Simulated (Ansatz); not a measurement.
Geometry optimisation, RKS BHLYP-D4/def2-SVP (Ansatz).

Input:

```yaml
crystal:
  periodic: [false, false, false]
  atoms:
    - { symbol: B, position_ang: [0.0, 0.0, 0.0] }
    - { symbol: C, position_ang: [0.0, 0.0, 1.6] }
    - { symbol: H, position_ang: [-0.9996, -0.3092, 1.9705] }
    - { symbol: H, position_ang: [0.7676, -0.7111, 1.9705] }
    - { symbol: H, position_ang: [0.232, 1.0203, 1.9705] }
    - { symbol: O, position_ang: [1.2211, 0.0, -0.705] }
    - { symbol: H, position_ang: [1.5209, -0.9519, -0.8599] }
    - { symbol: O, position_ang: [-1.2211, 0.0, -0.705] }
    - { symbol: H, position_ang: [-1.7308, -0.8467, -0.4965] }
basis:
  gaussian: { orbitals: def2-SVP }
hamiltonian:
  xc: { name: BHLYP }
  dispersion: d4
relax:
  f_tol: 0.02
  max_steps: 40
```

Command:

```bash
$ ansatz run input.yaml --threads 1 --pin off --max-ram 2048MiB --backend cpu --events-out ev --progress --plain --runs-dir out
```

Q: Where does it end, and by what steps?

A: It converged. After 8 steps the energy has fallen by 1.199 eV; H7 moved furthest, 0.83 Å.

```tsv
step	energy less start (eV)	largest force component (eV/Å)	accepted
0	0.0000	2.475	yes
1	-0.3373	2.579	yes
2	-0.5031	2.775	yes
3	-0.7832	1.188	yes
4	-1.0042	1.033	yes
5	-1.1577	0.495	yes
6	-1.1977	0.177	yes
7	-1.1987	0.137	yes
8	-1.1989	0.012	yes
```

```xyz
9
Properties=species:S:1:pos:R:3
B 0.103 -0.260 0.073
C -0.061 -0.012 1.618
H -1.094 -0.048 1.972
H 0.514 -0.760 2.174
H 0.359 0.962 1.887
O 1.340 -0.185 -0.469
H 1.335 -0.354 -1.409
O -0.929 -0.551 -0.766
H -1.777 -0.591 -0.335
```

Whether the end is a true minimum wasn't checked by a vibrational analysis.

Run time: 19 s on 1 thread of Intel(R) Xeon(R) Platinum 8488C (Sapphire Rapids), on a shared host, peak memory 0.17 GiB.
